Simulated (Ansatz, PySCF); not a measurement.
Sn(H)(F)(NH2)2 (FH5N2Sn), SMILES [NH2][SnH]([NH2])[F].

Coordinates come from a B3LYP-D3(BJ)/def2-SVP optimisation. The structure was generated by enumeration; whether it is a known compound was not checked. The def2 effective core potentials stand for the cores of Sn; spin–orbit coupling is left out. Other conformers were not sampled.

Vertical ionisation energy (IE) and electron affinity (EA) in eV. Rows of orbital energies are one-electron estimates. Where ΔSCF, EOM or ADC give a negative EA the extra electron is unbound and the value depends on the basis.

```csv
level,IE,EA
"−ε(HOMO), −ε(LUMO), PBE0/def2-TZVP (PySCF)",7.71,0.71
"−ε(HOMO), −ε(LUMO), PBE/def2-TZVP (PySCF)",6.24,1.66
"ΔSCF, CAM-B3LYP/def2-SVPD (Ansatz), final states of multiplicity 2 and 2",10.13,-0.80
"ΔSCF, PBE/def2-SVPD (Ansatz), final states of multiplicity 2 and 2",?,?
```

Q: What belongs in the gaps? (An estimate is asked for; the answer gives what the named calculation found.)

A: 
- ΔSCF, PBE/def2-SVPD (Ansatz, a first-principles code), final states of multiplicity 2 and 2, IE: 9.40
- ΔSCF, PBE/def2-SVPD (Ansatz), final states of multiplicity 2 and 2, EA: -0.57

Q: What vertical singlet–triplet gap does ΔSCF give with CAM-B3LYP/def2-SVPD (Ansatz) and with PBE/def2-SVPD (Ansatz)? (Estimate from the structure and the level; the computed values follow.)

A: 5.46 and 4.69 eV (triplet above singlet where positive).
